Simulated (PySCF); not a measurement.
A GIAO shielding run with PySCF 2.14 (density fitting, non-relativistic, gas phase) on SMILES CSc1ccsc1, C₅H₆S₂:

```
{"job": {"kind": "nmr", "xc": "PBE0", "basis": "pcSseg-1"}, "charge": 0, "multiplicity": 1}
C      2.460741    -0.103456    -0.001519
S      1.233059     1.159063    -0.435906
C     -0.278736     0.323688    -0.112314
C     -1.520554     0.978678    -0.339845
C     -2.580183     0.194674    -0.036628
S     -2.099905    -1.356112     0.531505
C     -0.435479    -0.942767     0.357412
H      2.327945    -0.975614    -0.634595
H      2.363942    -0.363406     1.048323
H      3.431375     0.345645    -0.185545
H     -1.588520     1.983824    -0.712960
H     -3.623455     0.427164    -0.111125
H      0.305384    -1.670895     0.615469
```

Hardware: 1 thread of an Arm Neoverse V2, shared host. The job also computes population analyses, field gradients, ring-centre shieldings.

Q: How large is the calculation?

A: 68 electrons, 163 basis functions and 889 auxiliary functions.

Q: How long does it take?

A: 16 s of wall time, with 14 SCF cycles and 5 response iterations. Times on a shared host scatter by some tens of per cent.
